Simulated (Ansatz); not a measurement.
H2S (SMILES S), charge 0, multiplicity 1, relaxed at each level with Ansatz (a first-principles code); harmonic frequencies from differences of analytic forces, average atomic masses, frozen cores.

Task: Give the equilibrium geometry, the harmonic frequencies and the zero-point energy at PBE0/def2-TZVPP.

Result: 
(charge 0, multiplicity 1):
```xyz
3

S      0.000     0.104     0.000
H     -0.964    -0.829     0.000
H      0.969    -0.822     0.000
```
Frequencies (cm⁻¹): 1205, 2727, 2740. Zero-point energy 9.54 kcal/mol.

Task: Give the equilibrium geometry, the harmonic frequencies and the zero-point energy at CCSD(T)/cc-pV(Q+d)Z.

Result: 
(charge 0, multiplicity 1):
```xyz
3

S      0.000     0.102     0.000
H     -0.962    -0.828     0.000
H      0.968    -0.821     0.000
```
Frequencies (cm⁻¹): 1211, 2726, 2742. Zero-point energy 9.55 kcal/mol.
